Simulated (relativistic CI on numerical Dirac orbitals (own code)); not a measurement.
Method of calculation: Dirac-Coulomb-Breit CI, KLI orbitals optimised for each configuration, model QED, valence Slater integrals scaled by 0.85, P86 correlation energy added to each configuration (own radial code, finite nucleus).

CI space (outside the closed core [Kr]): 5s, 5p, 4d, 6s, 6p, 5d, 7s, 7p, 6d, 8s, 5f, 5g, 8p, 4f, 7d, 9s, 9p. Levels of other configurations are missing.

Correlation outside the listed configurations is missing or only estimated: errors of thousands of cm⁻¹ between configurations and terms are usual at this charge. Rates and lifetimes follow the computed energies and can be off by large factors. The fine structure of a lone outer electron comes out too small, for d and f at times inverted, and misplaced configurations move strength between like terms. 7 of the 7 excited levels that our extract of the measured tables holds in this range could be paired (the sources list more); they are missed by 939 cm⁻¹ on average and 1297 at most, and levels without a partner can miss by more.

Outline of the computed level scheme of Rb I. Lowest level of each configuration: 5s 2S_1/2 at 0.0000 eV; 5p 2P°_1/2 at 1.4070 eV; 4d 2D_5/2 at 2.3021 eV; 6s 2S_1/2 at 2.3919 eV; 6p 2P°_1/2 at 2.8388 eV; 5d 2D_5/2 at 3.1339 eV; 7s 2S_1/2 at 3.1808 eV; 4f 2F°_7/2 at 3.3642 eV; 7p 2P°_1/2 at 3.3870 eV.

Some strong electric-dipole decays among the lowest 15 levels: 5p 2P°_3/2 → 5s 2S_1/2 (3.5e+07 s⁻¹); 5p 2P°_1/2 → 5s 2S_1/2 (3.4e+07 s⁻¹); 7s 2S_1/2 → 5p 2P°_3/2 (5.3e+06 s⁻¹); 6p 2P°_3/2 → 5s 2S_1/2 (3.6e+06 s⁻¹); 6p 2P°_1/2 → 5s 2S_1/2 (3.0e+06 s⁻¹); 7s 2S_1/2 → 5p 2P°_1/2 (2.7e+06 s⁻¹); 7p 2P°_3/2 → 5s 2S_1/2 (1.4e+06 s⁻¹); 7p 2P°_1/2 → 5s 2S_1/2 (1.1e+06 s⁻¹).

Rates of lines that live on the mixing of spin multiplicities can be off by large factors.
